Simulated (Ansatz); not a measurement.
Cl₃FMoO (`[O]=[Mo]([F])([Cl])([Cl])[Cl]`). The species carries charge 0 and has multiplicity 1. Mo: def2 effective core potential. Geometry: relaxed with PBE0-D4/def2-TZVP.

```xyz
6

O     1.285   -0.155    1.150
Mo    0.100    0.016    0.033
F     0.887    0.964   -1.344
Cl    0.306   -1.765   -1.360
Cl   -1.656   -1.045    1.003
Cl   -0.922    1.985    0.519
```

Question: What is the dipole moment at PBE/def2-TZVPP? (Best estimate.)

Answer: The calculation gave: 0.51 D, with components (-0.42, -0.23, 0.18) D in this frame, pointing from negative to positive charge.

Question: And with r2SCAN, B3LYP, ωB97M-V? (An estimate is asked.)

Answer: Computed: r2SCAN 0.52 D, B3LYP 0.63 D, ωB97M-V 0.52 D.

Question: Give the Mulliken charges with PBE, ωB97M-V, r2SCAN in def2-TZVPP. (Best estimate.)

Answer: Computed: 
```
atom    PBE  ωB97M-V  r2SCAN
  O1  -0.32    -0.34   -0.37
 Mo2   1.12     1.14    1.30
  F3  -0.28    -0.32   -0.32
 Cl4  -0.18    -0.17   -0.21
 Cl5  -0.16    -0.15   -0.19
 Cl6  -0.18    -0.17   -0.21
```

B3LYP here is the variant with VWN-RPA as its local correlation; programs differ in this.
